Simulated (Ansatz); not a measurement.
Two isomers of C3H7ClSi: A = `C=CC[SiH2]Cl`, B = `ClC[SiH]1CC1`.

Isolated molecules relaxed with PBE0-D4/def2-TZVP in Ansatz; ΔE leaves out vibrations. CCSD(T)/CBS is the MP2 limit (def2-TZVPP, def2-QZVPP) plus CCSD(T) − MP2 in def2-TZVPP, frozen cores. DFT in def2-TZVPP. B3LYP here is the variant with VWN-RPA as its local correlation; programs differ in this. One conformer a species, not always the lowest.

Problem. Which isomer does CCSD(T)/CBS put lower? Give the gap. (An estimate is asked.)

Solution. Ansatz gave: A, by 42.6 kcal/mol.

Problem. Give E(B) − E(A) in kcal/mol with B3LYP-D4, CCSD(T)/def2-TZVPP, CCSD/def2-TZVPP, r2SCAN-D4, MP2/def2-TZVPP, LDA (SPW92), HF/def2-TZVPP. (Best estimate.)

Solution. The calculation gave: B3LYP-D4 43.5, CCSD(T)/def2-TZVPP 42.6, CCSD/def2-TZVPP 43.4, r2SCAN-D4 40.1, MP2/def2-TZVPP 41.8, LDA (SPW92) 34.4, HF/def2-TZVPP 50.8. None reverses the order clearly.

Problem. Does the order hold for the free energy at 298.15 K (harmonic terms from PBE0-D4)? (An estimate is asked.)

Solution. The calculation gave: Yes: G(B) − G(A) = +43.9 kcal/mol, for one conformer each. Modes under 60 cm⁻¹, often nearly free rotors, make the harmonic entropy too high.

Largest T1 diagnostic: 0.010.

In def2-TZVPP, CCSD(T) changes the Hartree–Fock value by −8.2 kcal/mol (the triples alone add −0.7 kcal/mol) and MP2 by −9.0 kcal/mol. From PBE to PBE0 (25 % exact exchange), in def2-TZVPP and without D4, E(B) − E(A) moves by +0.9 kcal/mol.
